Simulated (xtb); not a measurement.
Cl₄Si, charge +1, doublet, from a rough starting geometry (a state made from the parent by changing its charge; the spin is typed, not shown lowest); GFN2-xTB (xtb 6.7.1).

Input for xtb:
```
$ xtb mol.xyz --gfn 2 --chrg 1 --uhf 1 --opt vtight --json

# file mol.xyz
5

Cl    -1.19162661    -1.20802605    -1.08556914
Si     0.00058667    -0.00138858     0.02252314
Cl    -0.80686319     1.87002469     0.01409056
Cl     0.16341269    -0.74374008     1.85876055
Cl     1.85701701     0.09524304    -0.85336877
```

Q: What does xtb print? Leave out banner, timings and long lists.

A: 
```
   ID    Z sym.   atoms
    1   17 Cl     1, 3-5
    2   14 Si     2

           -------------------------------------------------
          |                Calculation Setup                |
           -------------------------------------------------

           -------------------------------------------------
          |                 G F N 2 - x T B                 |
           -------------------------------------------------

          ...................................................
          :                      SETUP                      :
          :.................................................:
          :  # basis functions                  50          :
          :  # atomic orbitals                  45          :
          :  # shells                           15          :
          :  # electrons                        31          :
          :  max. iterations                   250          :
          :  Hamiltonian                  GFN2-xTB          :
          :  restarted?                      false          :
          :  GBSA solvation                  false          :
          :  PC potential                    false          :
          :  electronic temp.          300.0000000     K    :
          :  accuracy                    1.0000000          :
          :  -> integral cutoff          0.2500000E+02      :
          :  -> integral neglect         0.1000000E-07      :
          :  -> SCF convergence          0.1000000E-05 Eh   :
          :  -> wf. convergence          0.1000000E-03 e    :
          :  Broyden damping             0.4000000          :
          :  net charge                          1          :
          :  unpaired electrons                  1          :
          ...................................................

 iter      E             dE          RMSdq      gap      omega  full diag
   1    -19.5405914 -0.195406E+02  0.597E+00    7.72       0.0  T
   2    -19.5587729 -0.181814E-01  0.324E+00    7.08       1.0  T
   3    -19.5106491  0.481238E-01  0.382E+00    7.22       1.0  T
   4    -19.5507476 -0.400985E-01  0.234E+00    7.07       1.0  T
   5    -19.5575481 -0.680049E-02  0.167E+00    6.91       1.0  T
   6    -19.5564443  0.110378E-02  0.172E+00    6.94       1.0  T
   7    -19.5636735 -0.722925E-02  0.974E-01    7.01       1.0  T
   8    -19.5635553  0.118193E-03  0.875E-01    7.01       1.0  T
   9    -19.5652335 -0.167812E-02  0.415E-01    7.02       1.0  T
[...]
         :: total energy             -19.539579467755 Eh    ::
 * total energy  :   -19.5395795 Eh     change       -0.4424194E-09 Eh
 * total energy  :   -19.5397298 Eh     change       -0.1503393E-03 Eh
 * total energy  :   -19.5399144 Eh     change       -0.1846386E-03 Eh
 * total energy  :   -19.5399563 Eh     change       -0.4180427E-04 Eh
 * total energy  :   -19.5399626 Eh     change       -0.6354878E-05 Eh
 * total energy  :   -19.5399633 Eh     change       -0.7148046E-06 Eh
 * total energy  :   -19.5399656 Eh     change       -0.2309062E-05 Eh
 * total energy  :   -19.5399658 Eh     change       -0.1423806E-06 Eh
 * total energy  :   -19.5399658 Eh     change       -0.8826710E-08 Eh
   *** GEOMETRY OPTIMIZATION CONVERGED AFTER 9 ITERATIONS ***
         :: total energy             -19.539965780460 Eh    ::
[...]
       ...                                ...                  ...
        45                          0.5138609              13.9829
      -------------------------------------------------------------
                  HL-Gap            0.2628820 Eh            7.1534 eV
             Fermi-level           -0.5805737 Eh          -15.7982 eV

     #   Z          covCN         q      C6AA      α(0)
     1  17 Cl       0.814     0.121    95.551    14.954
     2  14 Si       3.215     0.517   135.919    24.387
     3  17 Cl       0.814     0.121    95.552    14.954
     4  17 Cl       0.814     0.121    95.552    14.954
     5  17 Cl       0.814     0.121    95.551    14.954

 Mol. C6AA /au·bohr⁶  :       2539.791064
 Mol. C8AA /au·bohr⁸  :     121312.927330
 Mol. α(0) /au        :         84.201904

Wiberg/Mayer (AO) data.
largest (>0.10) Wiberg bond orders for each atom

 ---------------------------------------------------------------------------
     #   Z sym  total        # sym  WBO       # sym  WBO       # sym  WBO
 ---------------------------------------------------------------------------
     1  17 Cl   1.390 --     2 Si   1.150
     2  14 Si   4.599 --     5 Cl   1.150     1 Cl   1.150     4 Cl   1.150
                             3 Cl   1.150
     3  17 Cl   1.390 --     2 Si   1.150
     4  17 Cl   1.390 --     2 Si   1.150
     5  17 Cl   1.390 --     2 Si   1.150
 ---------------------------------------------------------------------------

Topologies differ in total number of bonds
Writing topology from bond orders to xtbtopo.mol

molecular dipole:
                 x           y           z       tot (Debye)
 q only:        0.009       0.004      -0.017
   full:        0.009       0.005      -0.017       0.049
molecular quadrupole (traceless):
                xx          xy          yy          xz          yz          zz
 q only:        0.001       0.001      -0.001      -0.000       0.000       0.000
  q+dip:        0.002       0.001      -0.001      -0.001       0.001      -0.000
   full:        0.001       0.001      -0.001      -0.000       0.000      -0.000

optimized geometry written to: xtbopt.xyz

           -------------------------------------------------
          | TOTAL ENERGY              -19.539965780460 Eh   |
          | GRADIENT NORM               0.000022559516 Eh/α |
          | HOMO-LUMO GAP               7.153384449201 eV   |
           -------------------------------------------------

normal termination of xtb
```
